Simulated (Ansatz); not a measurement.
Consider the ligand exchange at the Sn–N bond: `[NH2][Sn]([F])([F])[SeH]` + H–F → `[F][Sn]([F])([F])[SeH]` + NH₃.

Computed with Ansatz on PBE0-D4/def2-TZVP structures; ΔE is electronic, products minus reactants. CCSD(T)/CBS adds triple-zeta CCSD(T) − MP2 to the extrapolated MP2 energy (def2 sets, frozen cores). This one scheme is used for every species. DFT in def2-TZVPP. B3LYP here is the variant with VWN-RPA as its local correlation; programs differ in this. HSE06 is defined as in plane-wave codes. Elements past krypton have def2 core potentials. For Se, Sn outer-core shells are correlated without core-valence functions, which leaves a few kJ/mol of doubt a bond. Scalar relativity is left out up to krypton. Each species was taken in one conformer, which may not be the lowest.

`[NH2][Sn]([F])([F])[SeH]`:

Cartesian coordinates in Å:
```
N 0.669 1.406 -0.734
Sn -0.182 -0.291 -0.131
F 1.047 -1.719 0.206
F -1.109 -0.910 -1.677
Se -1.619 -0.094 1.884
H 1.029 1.342 -1.678
H 1.408 1.732 -0.124
H -1.242 -1.466 2.255
```

H–F:

```xyz
2

F    -0.196    0.227   -0.349
H     0.196   -0.227    0.349
```

`[F][Sn]([F])([F])[SeH]`:

Z-matrix (Å, degrees):
```
Sn
F 1 1.891
F 1 1.893 2 106.0
F 1 1.893 2 106.1 3 109.3
Se 1 2.472 2 110.8 3 -125.4
H 5 1.472 1 89.2 2 -179.2
```

NH₃:

Z-matrix (Å, degrees):
```
N
H 1 1.013
H 1 1.013 2 107.1
H 1 1.013 2 107.1 3 -114.5
```

```tsv
level	ΔE (kcal/mol)	difference from CCSD(T)/CBS
revPBE-D4	-9.4	-1.3
PBE0-D4	-8.5	-0.4
B3LYP-D4	-10.0	-1.9
r2SCANh-D4	-10.1	-2.0
BHLYP-D4	-9.5	-1.4
ωB97X-V	-10.1	-2.0
B2PLYP	-9.9	-1.8
PBE-QIDH	-7.8	0.3
PBE	-10.5	-2.4
revPBE	-11.2	-3.1
HSE06	-9.2	-1.1
MP2/def2-SVP	-9.6	-1.5
CCSD/def2-SVP	-9.9	-1.8
MP2/def2-TZVPP	-6.4	1.7
SCS-MP2/def2-TZVPP	-7.8	0.3
MP2/CBS(def2)	-7.0	1.1
CCSD(T)/CBS	-8.1	0
```

Largest T1 diagnostic among the species: 0.013.

The D4 term adds +1.4 kcal/mol with B3LYP and +0.8 kcal/mol with PBE0; it sums over pairs of atoms, weighted by their polarisabilities, and B3LYP, whose exchange is more repulsive, gets the larger term. From PBE to PBE0 (25 % exact exchange), in def2-TZVPP and without D4, ΔE moves by +1.2 kcal/mol.
